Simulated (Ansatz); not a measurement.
Molecule: 3-ethenylselanylprop-1-ene, C$_{5}$H$_{8}$Se, charge 0, multiplicity 1. 
Geometry from a B3LYP-D3(BJ)/def2-TZVP (Ansatz, a first-principles code) optimisation:
```
C
H 1 1.0875
H 1 1.0900 2 109.60
C 1 1.4859 2 112.05 3 -124.57
C 4 1.3279 1 124.18 2 -10.57
H 5 1.0820 4 121.55 1 -179.53
H 5 1.0840 6 116.98 4 179.89
H 4 1.0856 5 119.79 6 -1.05
Se 1 1.9910 2 108.36 3 114.57
C 9 1.9075 1 97.68 2 -81.12
C 10 1.3269 9 124.09 1 151.13
H 11 1.0828 10 122.32 9 -4.38
H 11 1.0831 12 117.09 10 -179.42
H 10 1.0846 11 121.32 12 179.40
```
Charge 0, spin multiplicity 1.

Parts of the frozen-core correlation energy in aug-cc-pVDZ (Ansatz, hartree). Frozen orbitals: 19; correlated occupied orbitals by spin: 17 and 17; virtual: 187 and 187. Spin-orbit coupling is left out. Non-relativistic.

```json
[
 {"term": "reference (HF)", "value": "-2593.77700"},
 {"term": "MP2 opposite-spin", "value": "-0.62753"},
 {"term": "MP2 same-spin", "value": "___"},
 {"term": "CCSD correlation", "value": "___"},
 {"term": "(T)", "value": "___"},
 {"term": "T1 diagnostic", "value": "0.012"},
 {"term": "largest doubles amplitude", "value": "0.019"}
]
```

Problem. Fill in the missing entries.

Solution. 
- MP2 same-spin, value: -0.20040
- CCSD correlation, value: -0.89270
- (T), value: -0.03686
